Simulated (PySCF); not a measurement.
## Unknown compound

The spectra below were simulated for a compound C$_{6}$H$_{7}$FN$_{2}$Si.

1H NMR (300 MHz, computed): δ 6.84 (m, 1H), 5.53 (m, 1H), 0.68 (br s, 2H), 0.48 (s, 3H).

13C{1H} NMR (computed): δ 203.1 (C), 152.6 (CH), 125.2 (CH), 118.4 (C), 110.7 (C), -6.1 (CH3).

All values are calculated (PySCF 2.14.0 with density-fitted response routines): GFN2-xTB structure, PBE0/pcSseg-1 with gauge-including orbitals. No solvent, one averaged value for each set of equivalent atoms, no relativistic terms, one computed conformer.

Scale: 1H and 13C against TMS (reference shieldings calculated alike).

Which candidate is it?
A. C[Si@]1(N)C=CC(C#N)=C1F
B. C=N[SiH2]c1cc(F)ccn1
C. N#C/C=C(\CC#N)C[SiH2]F
D. C[C@H](F)/C(C#N)=C(/[SiH3])C#N
E. CN[Si@H]1C=C(F)C(C#N)=C1

Answers

A. 

The formula gives 5 degrees of unsaturation (1 ring in the answer). 6 carbon signals for 6 carbons: no two carbons are equivalent. Carbon types of the structure: 3 × C, 2 × CH, 1 × CH3, leaving 2 H on heteroatoms. δC 203.1, 110.7: fully substituted alkene carbon. δC 152.6, 125.2: alkene CH; an sp2 carbon of a C=C bond. δC 118.4: nitrile carbon; this is the usual window of a C≡N carbon, which has no attached hydrogen. δH 6.84, 5.53: hydrogen on an alkene CH; attached to an sp2 carbon and in the plane of the double bond. δH 0.48: hydrogen on a methyl carbon bonded to Si; an electropositive neighbour shields it, as in TMS itself.

The others: CN[Si@H]1C=C(F)C(C#N)=C1 would give 4 signals for carbon-bound and other non-exchanging H, not 3; C=N[SiH2]c1cc(F)ccn1 would give 6 signals for carbon-bound and other non-exchanging H, not 3; C[C@H](F)/C(C#N)=C(/[SiH3])C#N has carbons computed at 153.3, 130.8, 121.1, 120.3, 93.4, 22.9, with a different DEPT pattern; N#C/C=C(\CC#N)C[SiH2]F would give 4 signals for carbon-bound and other non-exchanging H, not 3.

OH/NH shifts are gas-phase values; hydrogen bonding in solution moves them, usually downfield. Splittings by 19F in the carbon and heteronuclear signals aren't shown, as no couplings were computed. Shifts are as computed. Against solution values, carbons near 30 ppm lie about +3 ppm off and those near 130 ppm about +5 ppm. Of 1309 compounds with measured shifts, 239 miss one by over three times the rms of a fit or turn the order of signals round; such compounds aren't used in these exercises. Multiplicities follow the n + 1 count of equivalent neighbours, as no J values were calculated; m marks all less simple cases, F and P coupling included.
